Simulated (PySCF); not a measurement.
Computed shifts of a molecule CH8N2Si2, PBE/pcSseg-1 in PySCF, GIAO, gas phase, atoms alike by connectivity averaged where their shifts nearly agree, in ppm (number of nuclei): ¹⁵N: 75.2 (1), 48.6 (1). ²⁹Si: -19.7 (1), -39.8 (1). ¹³C: 33.4 (1). ¹H: 5.95 (1), 4.85 (1), 4.74 (1), 3.31 (2), 1.50 (1), 1.48 (1), 1.20 (1). References: ¹⁵N against NH3 (σ = 267.0 ppm); ²⁹Si against TMS (σ = 335.4 ppm); ¹³C against TMS (σ = 182.0 ppm); ¹H against TMS (σ = 31.49 ppm), references at their B3LYP-D3(BJ)/def2-TZVP geometries, non-relativistic. The structure is a stationary point at PBE0-D3(BJ)/def2-SVP. The values are those of a single conformer.

Q: Identify the compound among the candidates.
A. N[Si@H]1NC[SiH2]1
B. N[Si@H]1CN[SiH2]1
C. NC1[SiH2]N[SiH2]1
D. CN1[SiH2]N[SiH2]1

A: A, N[Si@H]1NC[SiH2]1
